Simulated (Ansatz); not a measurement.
Molecular dynamics of C₂H₉NOSSi

Input:

```yaml
crystal:
  periodic: [false, false, false]
  atoms:
    - { symbol: "N", position_ang: [-1.898579, -1.89849, -0.590851] }
    - { symbol: C, position_ang: [-0.360188, -1.837593, -0.382539] }
    - { symbol: O, position_ang: [0.046739, -0.371237, -0.114068] }
    - { symbol: C, position_ang: [1.4767, -0.040086, -0.176127] }
    - { symbol: S, position_ang: [1.498093, 1.706577, -0.752335] }
    - { symbol: Si, position_ang: [0.174274, 2.494643, 0.677206] }
    - { symbol: H, position_ang: [-1.909515, -1.026677, -1.238576] }
    - { symbol: H, position_ang: [-2.142977, -1.386224, 0.277883] }
    - { symbol: H, position_ang: [0.210149, -2.227194, -1.212877] }
    - { symbol: H, position_ang: [-0.106413, -2.376972, 0.520803] }
    - { symbol: H, position_ang: [2.03329, -0.016554, 0.812663] }
    - { symbol: H, position_ang: [2.004125, -0.610873, -0.91337] }
    - { symbol: H, position_ang: [0.533868, 3.85194, 0.885356] }
    - { symbol: H, position_ang: [0.507893, 2.171052, 2.00699] }
    - { symbol: H, position_ang: [-1.212186, 2.405959, 0.267385] }
basis:
  gaussian: { orbitals: STO-3G }
hamiltonian:
  xc: pbe0
md:
  timestep: 0.5
  n_steps: 383
  ensemble: nve
  temperature: 300.0
  initial_velocities: maxwell_boltzmann
  seed: 463092
  masses: [{ species: H, mass: 10.0 }]
scf:
  lower_state_search: "off"
```

Launched with:

```bash
$ ansatz run input.yaml --threads 1 --pin off --max-ram 2048MiB --backend cpu --events-out ev --progress --plain --runs-dir out
```

It goes on from the last frame of an earlier run, with new velocities.

Output, in part (step lines, the closing report, with atoms numbered from 0):

```
md step     0: t =     0.00 fs  T =   300.0 K  F+E_penalty+E_count = -24172.04217698 eV  E_kin = 0.504114 eV  conserved = -24171.53806299 eV  (13 SCF iters)
md step     1: t =     0.50 fs  T =   306.3 K  F+E_penalty+E_count = -24172.05282898 eV  E_kin = 0.514694 eV  conserved = -24171.53813534 eV  (19 SCF iters)
md step     2: t =     1.00 fs  T =   312.1 K  F+E_penalty+E_count = -24172.06265725 eV  E_kin = 0.524470 eV  conserved = -24171.53818725 eV  (19 SCF iters)
md step     3: t =     1.50 fs  T =   317.0 K  F+E_penalty+E_count = -24172.07082650 eV  E_kin = 0.532612 eV  conserved = -24171.53821447 eV  (19 SCF iters)
md step     4: t =     2.00 fs  T =   320.6 K  F+E_penalty+E_count = -24172.07688297 eV  E_kin = 0.538667 eV  conserved = -24171.53821569 eV  (19 SCF iters)
md step     5: t =     2.50 fs  T =   322.9 K  F+E_penalty+E_count = -24172.08077807 eV  E_kin = 0.542586 eV  conserved = -24171.53819213 eV  (19 SCF iters)
md step     6: t =     3.00 fs  T =   324.2 K  F+E_penalty+E_count = -24172.08285252 eV  E_kin = 0.544706 eV  conserved = -24171.53814702 eV  (19 SCF iters)
md step     7: t =     3.50 fs  T =   324.8 K  F+E_penalty+E_count = -24172.08378979 eV  E_kin = 0.545705 eV  conserved = -24171.53808466 eV  (19 SCF iters)
[... lines left out ...]
md step   380: t =   190.00 fs  T =   500.7 K  F+E_penalty+E_count = -24172.37939446 eV  E_kin = 0.841358 eV  conserved = -24171.53803679 eV  (19 SCF iters)
md step   381: t =   190.50 fs  T =   504.0 K  F+E_penalty+E_count = -24172.38508415 eV  E_kin = 0.846947 eV  conserved = -24171.53813749 eV  (19 SCF iters)
md step   382: t =   191.00 fs  T =   507.6 K  F+E_penalty+E_count = -24172.39126364 eV  E_kin = 0.853036 eV  conserved = -24171.53822808 eV  (19 SCF iters)
md step   383: t =   191.50 fs  T =   510.7 K  F+E_penalty+E_count = -24172.39647786 eV  E_kin = 0.858186 eV  conserved = -24171.53829195 eV  (19 SCF iters)
Total energy: -24172.39649828 eV, -888.3191866731 hartree
Atom 0 at    -1.798172    -2.166882    -0.289481 Å, force     2.342566     1.999184     1.427030 eV/Å
Atom 1 at    -0.282674    -1.722627    -0.549388 Å, force    -3.315826    -0.734355     1.832595 eV/Å
Atom 2 at    -0.156479    -0.298654    -0.701440 Å, force     0.724050     0.896461     0.096200 eV/Å
Atom 3 at     1.255943    -0.056487    -0.352369 Å, force     0.178800     0.365876     1.075658 eV/Å
Atom 4 at     1.763335     1.671702    -0.401803 Å, force    -0.198400     0.953245    -0.279986 eV/Å
Atom 5 at     0.237608     2.716314     0.673589 Å, force    -0.117110    -0.904527     0.928803 eV/Å
Atom 6 at    -2.260617    -1.453900    -0.946969 Å, force    -0.410346    -0.126887     0.681481 eV/Å
Atom 7 at    -1.927550    -1.715972     0.751491 Å, force    -0.158260    -0.748268    -2.861435 eV/Å
Atom 8 at     0.079835    -2.214440    -1.420608 Å, force     0.597033    -1.245392    -1.656547 eV/Å
Atom 9 at     0.243258    -2.074048     0.340646 Å, force     0.615527    -0.400007     0.388622 eV/Å
Atom 10 at     1.432256    -0.478288     0.691312 Å, force     0.027952     0.140747    -0.966186 eV/Å
Atom 11 at     2.000310    -0.498748    -1.059457 Å, force    -0.533699    -0.565750     0.221996 eV/Å
Atom 12 at     0.727712     4.065424     0.909188 Å, force    -0.083452    -0.305955    -0.035489 eV/Å
Atom 13 at    -0.005280     2.005310     1.958249 Å, force     0.172874     0.632652    -0.759464 eV/Å
Atom 14 at    -1.043390     2.779792    -0.001548 Å, force     0.158290     0.042976    -0.093275 eV/Å
Dipole moment:     0.088294     0.173871     0.192728 e Å
```

The steps, from the saved trajectory:

```
time (fs)  T (K)  potential energy less start (eV)  conserved less start (meV/atom)
        0    300                             0.000                             0.00
        6    341                            -0.068                             0.02
       12    648                            -0.585                            -0.04
       18    555                            -0.428                             0.01
       24    463                            -0.274                             0.00
       30    399                            -0.166                             0.00
       36    371                            -0.119                             0.01
       42    529                            -0.385                            -0.02
       48    448                            -0.248                             0.01
       54    484                            -0.310                             0.00
       60    566                            -0.446                             0.00
       66    568                            -0.450                            -0.03
       72    484                            -0.309                            -0.02
       78    379                            -0.132                             0.02
       84    478                            -0.299                            -0.02
       90    364                            -0.107                             0.02
       96    506                            -0.347                            -0.02
      102    594                            -0.495                            -0.02
      108    543                            -0.408                            -0.01
      114    522                            -0.374                            -0.01
      120    304                            -0.007                             0.02
      126    408                            -0.182                            -0.02
      132    399                            -0.166                             0.01
      138    488                            -0.315                            -0.02
      144    524                            -0.377                             0.00
      150    486                            -0.313                             0.00
      156    529                            -0.386                            -0.02
      162    361                            -0.102                             0.00
      168    294                             0.010                             0.02
      174    490                            -0.320                            -0.03
      180    430                            -0.218                             0.02
      186    542                            -0.407                            -0.02
```

All steps were run. The conserved energy stayed within 0.05 meV per atom of its start (net change -0.015 meV per atom), so the integration is sound. The kinetic energy rose, since the run started high on the potential surface and went downhill. A run of 0.19 ps of so small a system gives no equilibrium averages. Limits of this set-up: minimal basis.

The same pairs are bonded in the first frame and the last. Pairs count as bonded within 1.25 times the sum of covalent radii (0.12 Å more for H–H).

Last frame:

```xyz
15
Properties=species:S:1:pos:R:3
N -1.798 -2.167 -0.289
C -0.283 -1.723 -0.549
O -0.157 -0.299 -0.701
C 1.256 -0.057 -0.352
S 1.763 1.672 -0.402
Si 0.238 2.716 0.674
H -2.261 -1.454 -0.947
H -1.928 -1.716 0.751
H 0.080 -2.214 -1.421
H 0.243 -2.074 0.341
H 1.432 -0.478 0.691
H 2.000 -0.499 -1.060
H 0.728 4.065 0.909
H -0.005 2.005 1.958
H -1.043 2.780 -0.002
```

The run took 30 min on 1 thread of Arm Neoverse N1, with other jobs on the host, peak memory 0.11 GiB.
